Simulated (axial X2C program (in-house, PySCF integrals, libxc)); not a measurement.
**Potential curves of GaB⁻, spin-free**

Calculated with an in-house relativistic program for diatomic molecules. Spin-free means the one-electron spin-free X2C Hamiltonian. Basis: Ga dyall-acv3z [10s10p8d5f1g], B dyall-av3z [8s7p3d2f] (cores contracted in-house); Gaussian nuclei, density fitting, unrestricted open shells. Masses: Ga 68.926 u, B 11.009 u.

State: M_S = 3/2, Λ = 0 (beyond evenly filled blocks: σα, π+α, π-α). Energies in kJ/mol from the fragments at the same level (Ga- + B). Fits are polynomials in 1 − R0/R over 0.85 to 1.23 times the lowest point R0.

```json
{"R (Å)": "1.7983", "CCSD": "", "CCSD(T)": "", "MP2": "-226.52"}
{"R (Å)": "1.8810", "CCSD": "-240.50", "CCSD(T)": "-255.20", "MP2": "-260.37"}
{"R (Å)": "1.9430", "CCSD": "-255.72", "CCSD(T)": "-270.97", "MP2": "-276.02"}
{"R (Å)": "2.0050", "CCSD": "-264.48", "CCSD(T)": "-280.30", "MP2": "-285.30"}
{"R (Å)": "2.0670", "CCSD": "-268.19", "CCSD(T)": "-284.58", "MP2": "-289.57"}
{"R (Å)": "2.1393", "CCSD": "-267.64", "CCSD(T)": "-284.68", "MP2": "-289.61"}
{"R (Å)": "2.2117", "CCSD": "-263.18", "CCSD(T)": "-280.83", "MP2": "-285.48"}
{"R (Å)": "2.3047", "CCSD": "-253.38", "CCSD(T)": "-271.76", "MP2": "-275.51"}
{"R (Å)": "2.4184", "CCSD": "", "CCSD(T)": "", "MP2": "-258.26"}
{"R (Å)": "2.5838", "CCSD": "", "CCSD(T)": "", "MP2": "-227.58"}
```

Correlated methods: 7 electrons correlated (number of frozen shells: Ga 3 s, 2 p, 1 d; B 1 s), 301 virtual spin orbitals or spinors in MP2.

The state is a single determinant with fixed occupations, the lowest that a limited PBE0 search found. De is counted from the lowest determinant-based energies of the atoms at the same level, without counterpoise correction. Coupled cluster ran in a truncated set of natural virtual spinors; the MP2 energy of the rest was added. (T) has no such correction and the atoms are truncated less, which lowers De at CCSD(T) by a hundredth of an eV or more. PBE0 can misorder states that lie within some tenths of an eV, so this need not be the ground state of the molecule. The nearest other spin-free determinant of the search, M_S = 1/2, Λ = 0, lies 0.27 eV up at the distance of the search. The T1 diagnostic is large, a sign of multireference character. With the outer-core shells frozen, correlated bond lengths of heavy atoms tend to come out a few hundredths of an ångström too long. Spin-free De lacks the spin–orbit lowering of the heavy p-block atom, a tenth of an eV or more for 4p and 5p, up to an eV for 6p and one to two eV for 7p atoms, less what an open-shell molecule gains itself. Coupled cluster ran on the points near the minimum only. MP2 and coupled cluster on one determinant become unreliable at the stretched end.

(1) What are Re, ωe and De at the CCSD level?

(2) What are Re, ωe and De at the CCSD(T) level?

(3) Fit the MP2 curve near its minimum: give the equilibrium distance, the harmonic wavenumber and the well depth.

## Answers

(1) At CCSD, spin-free: Re = 2.094 Å, ωe ≈ 518 cm⁻¹, De = 2.78 eV to Ga- + B; Be follows as 0.405 cm⁻¹.

(2) At CCSD(T), spin-free: Re = 2.104 Å, ωe ≈ 509 cm⁻¹, De = 2.96 eV to Ga- + B; Be follows as 0.401 cm⁻¹.

(3) At MP2, spin-free: Re = 2.103 Å, ωe ≈ 517 cm⁻¹, De = 3.01 eV to Ga- + B; Be follows as 0.402 cm⁻¹.
